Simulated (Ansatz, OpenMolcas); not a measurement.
# BNH3OF (SMILES NB(O)F): the energy, rung by rung

The species is BNH3OF (7 atoms), meant as a singlet with charge 0. As SMILES, `NB(O)F`. Geometry: relaxed at PBE0-D4/def2-TZVP. This is one conformer, not always the lowest.

```xyz
7

N    -0.5318    0.7534   -0.0321
B     0.0393   -0.5057   -0.2888
O     1.1063   -1.0443    0.3670
F    -0.4948   -1.2582   -1.2563
H    -1.3204    1.0817   -0.5597
H    -0.2101    1.3943    0.6685
H     1.4727   -0.4892    1.0557
```

Each level gives the energy change with the N1–B2 bond stretched from 1.406 to 2.531 Å (eV). The values are calculated.

| level | kind | program | value (eV) |
| --- | --- | --- | --- |
| HF/6-311+G** (restricted) | Hartree–Fock | Ansatz | 6.18 |
| SVWN5/6-311+G** (restricted) | LDA | Ansatz | 5.36 |
| BLYP/6-311+G** (restricted) | GGA | Ansatz | 4.78 |
| M06-2X/6-311+G** (restricted) | hybrid meta-GGA | OpenMolcas | 5.68 |
| PBE0/6-311+G** (restricted) | global hybrid | Ansatz | 5.52 |
| wB97X/6-311+G** (restricted) | range-separated hybrid | Ansatz | 5.57 |
| B2PLYP/6-311+G** (restricted) | double hybrid | OpenMolcas | 5.35 |
| PBE-QIDH/6-311+G** (restricted) | double hybrid | Ansatz | 5.76 |

The first shape isn't each level's own minimum. The values span 4.78 to 6.18 eV.
